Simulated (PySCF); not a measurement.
Computed shifts of a molecule C2H8GeO, PySCF with PBE/pcSseg-1, GIAO, gas phase, atoms alike by connectivity averaged where their shifts nearly agree, in ppm (number of nuclei): ¹³C: 20.4 (1), 13.8 (1). ¹H: 5.80 (1), 5.66 (1), 1.78 (1), 1.69 (3), 1.27 (1), 0.50 (1). References: ⁷³Ge against GeH4 (σ = 1614.4 ppm); ¹⁷O against H2O (σ = 334.3 ppm); ¹³C against TMS (σ = 182.0 ppm); ¹H against TMS (σ = 31.49 ppm), references at their B3LYP-D3(BJ)/def2-TZVP geometries, non-relativistic. The structure is a stationary point at PBE-D3(BJ)/def2-SVP. One conformer was computed; it need not be the lowest.

Which molecule gave these data?
A. C[C@@H](O)[GeH3]
B. C[CH2][GeH2][OH]
C. CC[O][GeH3]
D. OC[CH2][GeH3]

B, C[CH2][GeH2][OH]
